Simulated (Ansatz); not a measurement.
Start from `[Cl][SnH2][Br]` and change one atom or group to get `[Cl][SnH2][GeH3]`.

Ansatz, PBE0-D4/def2-TZVP geometries, multiplicity 1. 

Elements past krypton have def2 core potentials. Scalar relativity is left out up to krypton.

```csv
property,`[Cl][SnH2][Br]`
LUMO energy (B3LYP/def2-TZVPP) / eV,-1.87
zero-point energy (PBE0-D4/def2-TZVP) / kJ/mol,41.5
LUMO energy (PBE0/def2-TZVPP) / eV,-1.57
HOMO–LUMO gap (PBE/def2-TZVPP) / eV,4.80
HOMO–LUMO gap (ωB97M-V/def2-TZVPP) / eV,11.08
HOMO–LUMO gap (B3LYP/def2-TZVPP) / eV,6.41
```

Question: What does the change do to each property? (An estimate is asked.)

Answer: The calculation gave: 
```tsv
property	`[Cl][SnH2][GeH3]`	shift
LUMO energy (B3LYP/def2-TZVPP) / eV	-1.22	0.65
zero-point energy (PBE0-D4/def2-TZVP) / kJ/mol	99.9	58.4
LUMO energy (PBE0/def2-TZVPP) / eV	-0.99	0.58
HOMO–LUMO gap (PBE/def2-TZVPP) / eV	5.03	0.23
HOMO–LUMO gap (ωB97M-V/def2-TZVPP) / eV	10.71	-0.37
HOMO–LUMO gap (B3LYP/def2-TZVPP) / eV	6.54	0.13
```

The zero-point energy changes by 58.4 kJ/mol with +9 modes.

B3LYP here is the variant with VWN-RPA as its local correlation; programs differ in this.

Spin–orbit coupling is left out; it splits and shifts lone-pair levels of the heavy atoms by tenths of an eV.
